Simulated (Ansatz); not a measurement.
`C[Te]B(O)O`, charge 0, multiplicity 1.

(1) Give a relaxed structure at PBE0-D4/def2-TZVP (Ansatz). (Best estimate.)

Answers

(1) Computed: 
Z-matrix (Å, degrees):
```
C
Te 1 2.142
H 1 1.086 2 109.1
H 1 1.088 2 107.1 3 -119.5
H 1 1.086 2 109.1 3 120.9
B 2 2.177 1 95.1 3 -60.5
O 6 1.357 2 117.9 1 -0.1
O 6 1.364 2 123.1 1 179.9
H 7 0.963 6 111.8 2 -180.0
H 8 0.958 6 115.2 2 -0.1
```
Point group Cs.
This is one stationary point; other conformers may exist.
